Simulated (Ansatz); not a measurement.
Basis-set extrapolation for CH6B2O, SMILES `CBBO` (PBE0-D4/def2-TZVP geometry, frozen core, Ansatz). Multiplicity 1, RHF reference.

```
                      def2-TZVPP   def2-QZVPP
                 HF  -165.679401  -165.687490
    MP2 correlation    -0.615181    -0.658638
CCSD(T) correlation    -0.678988      not run
```

Energies in hartree. Use E(X) = E(∞) + A·exp(−7.88·√X) for Hartree–Fock and E(X) = E(∞) + B·X^(−2.97) for correlation, with X = 3 and 4, and add CCSD(T) minus MP2 of the smaller set to the MP2 limit.

Task: What is the CCSD(T) energy at the basis-set limit?

Result: HF limit: -165.687490 + (-0.008089) × 0.13774 = -165.68860. MP2 limit: -0.658638 + (-0.043457) × 0.74074 = -0.69083. Higher-order term: -0.678988 − (-0.615181) = -0.06381. Total: -166.44324 hartree, 222.8 kJ/mol below CCSD(T)/def2-TZVPP.
